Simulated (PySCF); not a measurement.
Working out the ionisation energy of Xe

Xe [Xe] (1S) → Xe⁺ [Kr] 4d10 5s2 5p5 (2P). Calculation: PySCF 2.14, in def2-TZVP with the def2 core potential (28 electrons) (6s5p3d2f, 50 functions); scalar relativity through the core potential. Frozen: 4s2 4p6 4d10. Energies in hartree (1 hartree = 27.21139 eV):

```csv
part,Xe (lower),Xe⁺ (upper)
UHF,-328.298394,-327.877043
CCSD correlation,-0.160058,-0.134443
(T),-0.004906,-0.003563
```

Problem. What does Hartree-Fock give?

Solution. (-327.877043) − (-328.298394) = 0.421351 hartree = 11.466 eV.

Problem. What do CCSD and CCSD(T) give?

Solution. The CCSD correlation energies differ by 0.025615 hartree = 0.697 eV and the triples by 0.001343 hartree = 0.037 eV, so CCSD gives 12.163 eV and CCSD(T) 12.200 eV.

Measured between the centres of the two terms (NIST): 12.565 eV, so CCSD(T) (valence) is off by -0.365 eV.

What remains against the reference includes basis incompleteness, the frozen core and higher excitations.
